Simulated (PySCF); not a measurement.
C2H9BSn.
Atom-mapped SMILES: `[CH3:1][B:2]([CH3:3])[SnH3:4]` (hydrogens: H5, H6, H7 on C1; H8, H9, H10 on C3; H11, H12, H13 on Sn4)

Method: PBE0-D3(BJ)/def2-SVP geometry optimisation, gas phase, def2 core potentials past Kr in PySCF 2.14.0; density fitting, grid level 1; the optimiser is geomeTRIC in internal coordinates, started from a GFN2-xTB structure with every atom displaced at random (about 0.01 Å).

At the end of the run (lengths in Å): Sn4–H11 1.722, Sn4–H13 1.723, Sn4–H12 1.723, B2–Sn4 2.282, C1–B2 1.563, C3–H9 1.101, C3–H10 1.106, H12–Sn4–H13 105.6°, B2–C1–H5 109.2°, B2–Sn4–H12 112.3°, H5–C1–H6 108.6°.

Question: These geometries were met on the way; a selection of coordinates is given. Order them by energy above the end point, lowest first.
A. Sn4–H11 1.633, Sn4–H13 1.638, Sn4–H12 1.650, B2–Sn4 2.249, C1–B2 1.533, C3–H9 1.072, C3–H10 1.079, H12–Sn4–H13 102.2°, B2–C1–H5 112.5°, B2–Sn4–H12 115.3°, H5–C1–H6 105.9°
B. Sn4–H11 1.780, Sn4–H13 1.780, Sn4–H12 1.772, B2–Sn4 2.302, C1–B2 1.566, C3–H9 1.105, C3–H10 1.108, H12–Sn4–H13 105.2°, B2–C1–H5 110.1°, B2–Sn4–H12 112.6°, H5–C1–H6 108.4°
C. Sn4–H11 1.721, Sn4–H13 1.722, Sn4–H12 1.719, B2–Sn4 2.280, C1–B2 1.562, C3–H9 1.102, C3–H10 1.105, H12–Sn4–H13 105.3°, B2–C1–H5 109.6°, B2–Sn4–H12 112.7°, H5–C1–H6 108.6°

Answer: C (0.001 eV), B (0.061 eV), A (0.248 eV).

```
step  E above end (eV)  rms distance from the end, all atoms (Å)  largest force (eV/Å)  rms shift of all bonds from the end (Å)
   2             0.001                                     0.005                 0.075                                    0.001
   1             0.061                                     0.031                 0.695                                    0.028
   0             0.248                                     0.059                 1.622                                    0.045
```

Rows stand in the order of the answer.
